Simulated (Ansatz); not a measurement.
Multireference treatment of C, triplet

Computed with Ansatz's Gaussian-basis code (development build). Basis aug-cc-pVTZ, nonrelativistic, 1 orbital frozen in the corrections. State-specific CASSCF; RHF is the lowest restricted (open-shell) Hartree–Fock solution met. No symmetry is imposed, so a solution can break that of the shape. The lowest solution met needn't be the lowest there is, nor hold the orbitals that a chemist would pick.

System: a free atom or ion.

(1) What do CASSCF and its corrections give against RHF in CAS(4,4), and what are the occupations?

Results:

(1) CASSCF -0.521 eV, SC-NEVPT2 -2.169 eV; occupations 1.95, 1.00, 1.00, 0.05.
